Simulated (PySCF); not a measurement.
**Fractional electron number in W (tungsten, neutral)**

The 6s beta orbital of [Xe] 4f14 5d4 6s2 is emptied in steps (occupation f), with all orbitals relaxed, ending at [Xe] 4f14 5d4 6s1. All numbers are calculated (PySCF 2.14, a scalar-relativistic core potential, in def2-TZVP with the def2 core potential (60 electrons)). The exact energy is a straight line in f; departures are measured from the line between the end points of the same method.

```json
{"f": "1", "CAM-B3LYP (eV)": "0.000"}
{"f": "0.8", "CAM-B3LYP (eV)": "-0.190"}
{"f": "0.6", "CAM-B3LYP (eV)": "-0.291"}
{"f": "0.4", "CAM-B3LYP (eV)": "-0.298"}
{"f": "0.2", "CAM-B3LYP (eV)": "-0.205"}
{"f": "0", "CAM-B3LYP (eV)": "0.000"}
```

```csv
method,E(f=0) − E(f=1) (eV),−ε at f=1 (eV),−ε at f=0.4 (eV)
CAM-B3LYP,7.695,6.524,7.904
```

Orbital energy along the path (eV):

| f | CAM-B3LYP |
| --- | --- |
| 1 | -6.524 |
| 0.8 | -6.963 |
| 0.6 | -7.420 |
| 0.4 | -7.904 |
| 0.2 | -8.429 |
| 0 | -9.013 |

Reference removal energy between the ground levels: 7.864 eV (measured; NIST Atomic Spectra Database, ionization energies). The calculation has no spin-orbit coupling.
